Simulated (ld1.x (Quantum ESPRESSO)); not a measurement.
Which change was made? (Hg, TM)

mercury (Hg), norm-conserving Troullier–Martins (Kleinman–Bylander form), made with ld1.x (Quantum ESPRESSO) 7.5 (PBE, scalar-relativistic). Core [Xe] 4f14 5d10, reference 6s1 6p0 (charge +1). Waves: 6s (bound): rc 1.70 bohr; 6p (bound, empty): rc 2.05 bohr. Local part: the p channel. Core correction: Bessel-smoothed model core inside 1.70 bohr.

Cutoffs, loose and tight: the cutoffs (Ry, on a coarse ladder) from which the occupation-weighted sum of valence levels, in a spherical-Bessel basis at the reference potential, stays within 10 and 1 mRy of its value at 400 Ry. They do not see the model core or the augmentation charge, which bear on the density cutoff. Test errors are all-electron minus pseudo excitation energies from the reference, over the configurations 6s2 6p0; 6s1.5 6p0; 6s1 6p1; 6s0 6p1; 6s0 6p2; variants that change the core or the reference have their own tests. The largest error is taken over the tests solved by every variant that gives reliable tests at all, those not shown here included: 6s0 6p1; 6s0 6p2; 6s1.5 6p0; 6s2 6p0.

The base gives: outcome: generated; cutoff, loose: 25 Ry; cutoff, tight: 50 Ry; bound ghosts: s; largest test error (meV): -212.

After one change the result is: outcome: generated; cutoff, loose: 10 Ry; cutoff, tight: 25 Ry; bound ghosts: s; largest test error (meV): -207. Which change was it?
A. wave 6s (bound): rc 1.70 bohr becomes 6s (bound): rc 1.36 bohr
B. wave 6s (bound): rc 1.70 bohr becomes 6s (bound): rc 2.36 bohr
C. wave 6s (bound): rc 1.70 bohr becomes 6s (bound): rc 1.98 bohr

C. The others give: wave 6s (bound): rc 1.70 bohr becomes 6s (bound): rc 2.36 bohr → outcome: generated; cutoff, loose: 8 Ry; cutoff, tight: 21 Ry; bound ghosts: s; largest test error (meV): -208 | wave 6s (bound): rc 1.70 bohr becomes 6s (bound): rc 1.36 bohr → outcome: generated; cutoff, loose: 120 Ry; cutoff, tight: 180 Ry; bound ghosts: s; largest test error (meV): -224.
